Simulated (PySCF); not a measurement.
Gas-phase reaction: 4 TiCl₃OH = 2 TiOCl₂ + O₂ + 2 H₂ + 2 TiCl₄

Energies from PySCF, thermal terms from the rigid-rotor harmonic-oscillator model, ideal gas at 1 bar. † marks an energy on the PBE0/def2-TZVP geometry and frequencies; other levels use their own. MP2 freezes the core. Open shells (unrestricted): O₂ (multiplicity 3); the rest are closed-shell singlets. B3LYP is the form with VWN-RPA correlation. TiCl₃OH: computed as isolated molecules; such fragments, hydroxides, amides, oligomers or adducts are transient or little studied in the gas. MP2 isn't extrapolated to the basis-set limit. Warning, point group unlike the PBE0 one: TiOCl₂ (PBE/def2-SVP).

```tsv
level	ΔH°(298 K), kJ
B3LYP/def2-TZVP†	[?]
BLYP/def2-TZVP†	802
M06-2X/def2-TZVP†	[?]
MP2/def2-SVP†	[?]
MP2/def2-TZVPP†	[?]
PBE/def2-SVP	836
PBE/def2-TZVP†	834
PBE0/def2-SVP†	877
PBE0/def2-TZVP	873
r2SCAN/def2-TZVP†	875
ωB97X-V/def2-TZVP†	866
```

Task: Some entries are withheld; supply them.

Result: 
- B3LYP/def2-TZVP†, ΔH°(298 K), kJ: 852
- M06-2X/def2-TZVP†, ΔH°(298 K), kJ: 932
- MP2/def2-SVP†, ΔH°(298 K), kJ: 731
- MP2/def2-TZVPP†, ΔH°(298 K), kJ: 772
